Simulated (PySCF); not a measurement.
Ge(H)3(tBu) (C4H12Ge), SMILES C[C](C)(C)[GeH3].

The structure is a stationary point at B3LYP-D3(BJ)/def2-SVP. The isomer is the one that the SMILES or the coordinates give; other isomers of the formula were not compared.

Two levels are set side by side: PBE/def2-TZVP (PySCF) and HF/def2-TZVP (PySCF). Same geometry, gas phase. Differences are taken from unrounded values.

| quantity | HF | PBE | PBE minus HF |
|---|---|---|---|
| orbital gap (eV) | 13.74 | 6.37 | -7.37 |
| highest occupied level (eV) | -10.42 | -6.52 | 3.90 |
| lowest empty level (eV) | 3.32 | -0.15 | -3.47 |
| dipole moment (D) | 0.78 | 0.82 | 0.04 |
| mean polarisability (bohr³) | 77.4 | 85.3 | 7.9 |

PBE's occupied levels lie high since its potential decays too fast outside the molecule; exact exchange lowers them and widens the gap. Loosely held outer electrons make PBE densities more polarisable. Differences between two approximate levels are no errors against the true value.

Rough cost on one machine, each run with all the roots and properties that it gave: HF against PBE about 1/3.
